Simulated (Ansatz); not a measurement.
Harmonic frequencies (cm⁻¹) at PBE0-D4/def2-TZVP from Ansatz: 117, 153, 163, 165, 246, 256, 430, 500, 572, 584, 680, 1144, 1166, 1398, 1405, 3044, 3159, 3163.

(1) Which molecule is it?
A. `[CH3][V](=[O])([Cl])[Cl]`
B. `[CH3][V](=[O])([OH])[F]`
C. `[NH]=[V]([NH2])([Cl])[Cl]`
D. `[NH2][V](=[O])([Cl])[Cl]`

## Answers

(1) A.
